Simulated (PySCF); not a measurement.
# One molecule, several mistakes: BH4OSi2 cation

Calculated results; nothing here was measured. The program is PySCF 2.14.0, an open-source quantum chemistry code, run on an isolated molecule that a program drew, which may never have been made. The molecule is BH4OSi2 cation (charge +1, singlet), drawn as the SMILES string `O=B[SiH2][SiH2+]`.

Each row is a Hartree-Fock (HF) and frozen-core CCSD(T) single point in the cc-pV(D+d)Z basis, meant for a local HF minimum. Run 1 is clean. Each other run has one planted mistake out of seven kinds, and not every kind appears here: one electron removed, one electron added, multiplicity raised by two, geometry at a saddle point, minimal basis STO-3G, one bond length entered in bohr, all coordinates scaled. The reference is restricted for singlets and unrestricted otherwise, and also for a bond in bohr. Adding or removing an electron swaps singlet and doublet. Electrons count all cores. HOMO and LUMO are orbital energies over both spins, the gradient is its largest component, and the lowest frequency (negative if imaginary) is given only where the gradient is small. Bond lengths are over the 7 bonds as drawn. T1 is the CCSD diagnostic: over 0.02 (restricted) or 0.045 (unrestricted) a single reference is doubtful.

Geometry of the clean run:
```xyz
8
BH4OSi2 cation, angstrom
O     0.0903    2.2967    0.9797
B     0.1995    1.5232    0.0974
Si    0.2324    0.0422   -1.2553
Si   -1.1138   -1.5934   -0.1091
H     1.5521   -0.5782   -1.4199
H    -0.5002    0.3547   -2.4882
H    -2.5776   -1.6343   -0.2107
H    -0.5508   -2.6151    0.7817
```

```
run,electrons,basis functions,<S^2>,HOMO (eV),LUMO (eV),gradient (hartree/bohr),lowest frequency (cm^-1),mean bond (Å),longest bond (Å),T1,HF (hartree),CCSD(T) (hartree),mistake
1,44,94,0.000,-17.58,-6.36,2.8e-05,48,1.6377,2.409,0.0199,-679.48949,-679.98180,no fault
2,43,94,0.756,-22.35,-13.36,1.4e-01,-,1.6377,2.409,0.0440,-678.93422,-679.36246,one electron removed
3,44,94,2.014,-14.54,-9.03,4.7e-02,-,1.6377,2.409,0.0255,-679.37813,-679.86546,multiplicity raised by two
4,45,94,0.770,-8.07,1.13,2.1e-02,-,1.6377,2.409,0.0186,-679.75369,-680.25817,one electron added
5,44,94,0.000,-18.18,-6.39,2.0e-01,-,1.5067,2.216,0.0174,-679.42527,-679.90672,?
6,44,94,0.862,-15.41,-6.40,8.6e-03,-,1.8242,2.773,0.0421,-679.38003,-679.85970,?
```

**Which mistake was planted in run 5, and what did it cost?**

The mean and the longest bond both change by the same factor, 0.920, and the gradient is no longer small. So the mistake is: all coordinates scaled. Subtracting run 1 and multiplying by 627.51 kcal/mol a hartree, the energy moved by 40.3 kcal/mol in HF and 47.1 kcal/mol in CCSD(T).

**Which mistake was planted in run 6, and what did it cost?**

The mean bond changes by a factor of 1.114 and the longest by 1.151, so the molecule wasn't scaled as a whole. A length L in bohr read as angstrom grows by (1/0.5292 - 1) L = 0.890 L. The 7 bonds together grew by 7 x 0.1865 = 1.306 Å, which gives L = 1.467 Å. That is the length of one of the H-Si bonds, 1.468 Å in the clean geometry. So the mistake is: one bond length entered in bohr. Subtracting run 1 and multiplying by 627.51 kcal/mol a hartree, the energy moved by 68.7 kcal/mol in HF and 76.6 kcal/mol in CCSD(T).

